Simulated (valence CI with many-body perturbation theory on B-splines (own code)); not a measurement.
From CI to CI+MBPT in Er XXX

Computed by valence CI with perturbative core correlation (CI+MBPT): three valence electrons over a frozen Dirac-Fock core [Kr], radial functions for each j: 9 s, 9 p, 10 d, 8 f, 5 g, 3 h, 1 i, with the one-electron correlation potential Σ1 (screened to all orders), the two-electron term Σ2, the three-electron term Σ3, Breit, model QED; selected single and double excitations, second order for the rest (own B-spline code, finite nucleus).

No measured spectrum was set against this ion. As an estimate, large intervals hold to a few tenths of a per cent, small ones and those within an open d or f shell to about a per cent. Only levels of the ground parity were solved; by the run's estimate the other parity begins above the list, which can be wrong where configurations are misplaced.

Each rung adds one term. CI alone is the Dirac-Coulomb CI over the frozen core; QED comes last and gives the full result, which names the levels. Energies are above (4d3/2^3) J=3/2 on the same rung, in cm⁻¹.

Levels are named by their leading jj configuration (3d3/2^4 stands for four electrons in 3d with j = 3/2), which in mixed levels can hold well under half, so a name can repeat and another be missing. Letters in brackets count levels of one name in rising energy.

| Level | CI alone |
| --- | --- |
| (4d3/2^2 4d5/2) J=5/2 [a] | 70264 |
| (4d3/2^2 4d5/2) J=3/2 | 89412 |
| (4d3/2^2 4d5/2) J=7/2 | 97156 |
| (4d3/2^2 4d5/2) J=9/2 | 102957 |
| (4d3/2^2 4d5/2) J=1/2 | 102667 |
| (4d3/2^2 4d5/2) J=5/2 [b] | 152940 |
| (4d3/2 4d5/2^2) J=7/2 [a] | 168592 |
| (4d3/2 4d5/2^2) J=9/2 | 179311 |
| (4d3/2 4d5/2^2) J=3/2 [a] | 190423 |
| (4d3/2 4d5/2^2) J=1/2 | 197673 |
| (4d3/2 4d5/2^2) J=11/2 | 208813 |
| (4d3/2 4d5/2^2) J=5/2 [a] | 211531 |
| (4d3/2 4d5/2^2) J=5/2 [b] | 223875 |
| (4d3/2 4d5/2^2) J=7/2 [b] | 232716 |
| (4d3/2 4d5/2^2) J=3/2 [b] | 267124 |
| (4d5/2^3) J=9/2 | 273651 |

**Question.** What do these energies become with core correlation, Breit and QED?

**Answer.** (4d3/2^2 4d5/2) J=5/2 [a] 69433 (-831); (4d3/2^2 4d5/2) J=3/2 88063 (-1349); (4d3/2^2 4d5/2) J=7/2 94270 (-2886); (4d3/2^2 4d5/2) J=9/2 98754 (-4202); (4d3/2^2 4d5/2) J=1/2 100728 (-1939); (4d3/2^2 4d5/2) J=5/2 [b] 149835 (-3106); (4d3/2 4d5/2^2) J=7/2 [a] 165587 (-3005); (4d3/2 4d5/2^2) J=9/2 175352 (-3959); (4d3/2 4d5/2^2) J=3/2 [a] 188184 (-2239); (4d3/2 4d5/2^2) J=1/2 195466 (-2207); (4d3/2 4d5/2^2) J=11/2 202033 (-6780); (4d3/2 4d5/2^2) J=5/2 [a] 205708 (-5823); (4d3/2 4d5/2^2) J=5/2 [b] 219009 (-4866); (4d3/2 4d5/2^2) J=7/2 [b] 225852 (-6864); (4d3/2 4d5/2^2) J=3/2 [b] 265419 (-1705); (4d5/2^3) J=9/2 268866 (-4784).

**Question.** How does the ionisation energy move along the ladder, and which term matters most?

**Answer.** CI alone 1090.1, + Σ1 1092.7, + Σ2 1094.3, + Σ3 1094.3, + Breit 1093.7, + QED 1093.8 eV. The largest step is Σ1, 2.7 eV. NIST lists 1092 ± 4 eV (theoretical).
